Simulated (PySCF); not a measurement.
## Nuclear quadrupole coupling in `c1ccc(C2CC2)[o+]c1`

C₈H₉O (charge +1).
Geometry (GFN2-xTB, Å), atoms numbered from 1 in this order:
```xyz
18
C8H9O angstrom
C      2.729    0.071    0.077
C      2.226   -1.192   -0.279
C      0.862   -1.374   -0.359
C      0.009   -0.296   -0.083
C     -1.430   -0.386   -0.139
C     -2.272    0.440    0.836
C     -2.242    0.834   -0.582
O      0.525    0.878    0.250
C      1.829    1.066    0.330
H      3.788    0.254    0.150
H      2.903   -2.007   -0.486
H      0.438   -2.328   -0.629
H     -1.805   -1.360   -0.417
H     -1.737    1.041    1.556
H     -3.148   -0.050    1.230
H     -3.097    0.627   -1.207
H     -1.684    1.712   -0.869
H      2.097    2.076    0.611
```

Field gradients from the PBE0/pcSseg-1 density (PySCF, non-relativistic), principal values in atomic units, ordered |Vxx| ≤ |Vyy| ≤ |Vzz|:

```
atom      Vxx      Vyy     Vzz
  O8  -0.3369  -1.0946  1.4315
```

Q: Find the asymmetry η = (Vxx − Vyy)/Vzz and the couplings χ = eQV/h (234.96 MHz × Q in barn × V in au), with Q(17O) = −0.0256 b.

A: 
```
atom  environment  nucleus     η  χzz (MHz)  χxx (MHz)  χyy (MHz)
  O8  ring oxygen      17O  0.53      -8.61       2.03       6.58
```

Q: What is Vzz at O8 in SI units (1 au = 9.71736 × 10²¹ V/m²)?

A: 1.4315 au = 13.910 × 10²¹ V/m².

Q: What couplings would deuterons (Q(2H) = 0.00286 b) have in place of the hydrogens, at this geometry?

A: 
```json
{"atom": "H10", "bonded to": "C1", "bond length (Å)": "1.077", "Vzz (au)": "0.3206", "η": "0.07", "χzz (kHz)": "215"}
{"atom": "H11", "bonded to": "C2", "bond length (Å)": "1.079", "Vzz (au)": "0.3127", "η": "0.03", "χzz (kHz)": "210"}
{"atom": "H12", "bonded to": "C3", "bond length (Å)": "1.078", "Vzz (au)": "0.3186", "η": "0.08", "χzz (kHz)": "214"}
{"atom": "H13", "bonded to": "C5", "bond length (Å)": "1.081", "Vzz (au)": "0.3163", "η": "0.13", "χzz (kHz)": "213"}
{"atom": "H14", "bonded to": "C6", "bond length (Å)": "1.079", "Vzz (au)": "0.3238", "η": "0.07", "χzz (kHz)": "218"}
{"atom": "H15", "bonded to": "C6", "bond length (Å)": "1.079", "Vzz (au)": "0.3238", "η": "0.06", "χzz (kHz)": "218"}
{"atom": "H16", "bonded to": "C7", "bond length (Å)": "1.079", "Vzz (au)": "0.3240", "η": "0.06", "χzz (kHz)": "218"}
{"atom": "H17", "bonded to": "C7", "bond length (Å)": "1.079", "Vzz (au)": "0.3237", "η": "0.07", "χzz (kHz)": "218"}
{"atom": "H18", "bonded to": "C9", "bond length (Å)": "1.082", "Vzz (au)": "0.3022", "η": "0.09", "χzz (kHz)": "203"}
```

Geometry: GFN2-xTB, one conformer, isolated ion. GFN2-xTB bond lengths can be off by several hundredths of an ångström, more for odd bonds, and the gradients follow them. These gradients aren't converged with respect to the basis.

These values come from a run that also computed NMR shieldings. The run took 37 s on x86-64 server, one thread, no GPU, shared host.
